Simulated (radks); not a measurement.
Task: Radial electron density D(r) = 4 pi r^2 rho(r) of an atom or ion with 17 electrons. All-electron calculation, scalar-relativistic Kohn-Sham, r2SCAN, spin-polarised, spherical densities, finite nucleus; meta-GGA in the generalised Kohn-Sham scheme; Fermi nuclear charge, rms radius of each element as measured or else 0.836 A^(1/3) + 0.57 fm. Program: a radial shooting solver on a logarithmic mesh with Libxc functionals.

r (bohr)  D(r) (e/bohr)  spin D(r)
0.003946          2.589     0.0215
0.004936          3.798     0.0315
0.006176          5.494     0.0454
0.007726          7.811     0.0642
0.009666          10.87     0.0884
0.01219           14.87      0.119
0.01525           19.45      0.152
0.01908           24.40      0.183
0.02387           29.09      0.204
0.02986           32.61      0.203
0.03766           34.06      0.167
0.04712           32.95      0.101
0.05895           30.15     0.0277
0.07375           27.74    0.00519
0.09226           28.16      0.100
0.1164            32.34      0.338
0.1456            37.24      0.580
0.1821            37.86      0.604
0.2278            31.29      0.307
0.285             20.56   -0.00413
0.3566            12.86      0.243
0.4497            11.93       1.19
0.5626            13.54       1.97
0.7039            11.64       1.76
0.8806            6.459      0.909
1.102             2.138      0.259
1.389            0.3574     0.0333
1.738           0.03013    0.00182
2.175          0.001039  0.0000252

What is the nuclear charge?

Result: Z = 28. The innermost maximum, from 1s, lies near gamma/Z bohr with gamma = sqrt(1 - (Z/c)^2) = 0.979, here 0.035 bohr (found: 0.0380), and its height grows with Z. The density is that of the nickel ion Ni11+ in [Ne] 3s1 3p6; the configuration itself is not fixed sharply by these data, and Z only to about a unit. D(r) has 3 maxima, at r = 0.0380, 0.167, 0.576 bohr, and minima at 0.0805, 0.412 bohr, inside which lie 2.09, 10.44 electrons.
